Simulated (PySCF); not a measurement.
Zn(NH2)(GeH3) (GeH5NZn), SMILES [Zn]([GeH3])[NH2]. Atoms are numbered in the order given.

```xyz
8

Zn    -0.0522     0.7658    -0.5034
N      0.0177     2.3252    -1.4663
H     -0.5470     3.1156    -1.1578
H     -0.0582     2.2762    -2.4816
Ge     0.0561    -1.2329     0.8011
H      1.0217    -2.2807     0.1940
H      0.5489    -0.9728     2.2460
H     -1.3179    -1.9348     0.9311
```
Charge 0, spin multiplicity 1.

Geometry optimised at B3LYP-D3(BJ)/def2-SVP. The structure was generated by enumeration; whether it is a known compound was not checked. Other conformers were not sampled.

Level of theory: PBE/def2-TZVPD in PySCF.

The molecule is in vacuum.

Problem. Estimate the frontier levels, gap, dipole moment and polarisability. (Estimate from the structure and the level; the computed values follow.)

Solution. 
```
Item                                                                                                             Value
---------------------------------------------------------------------------------------------  -----------------------
highest occupied level                                                                                        -5.58 eV
lowest empty level                                                                                            -1.48 eV
orbital gap                                                                                                    4.10 eV
dipole moment                                                                                                   1.07 D
quadrupole, principal values (traceless, Buckingham form, about the centre of nuclear charge)    -6.71, 2.24, 4.47 D·Å
mean static polarisability                                                                       77.9 bohr³ (11.55 Å³)
polarisability, principal values                                                               62.3, 64.5, 107.0 bohr³
```
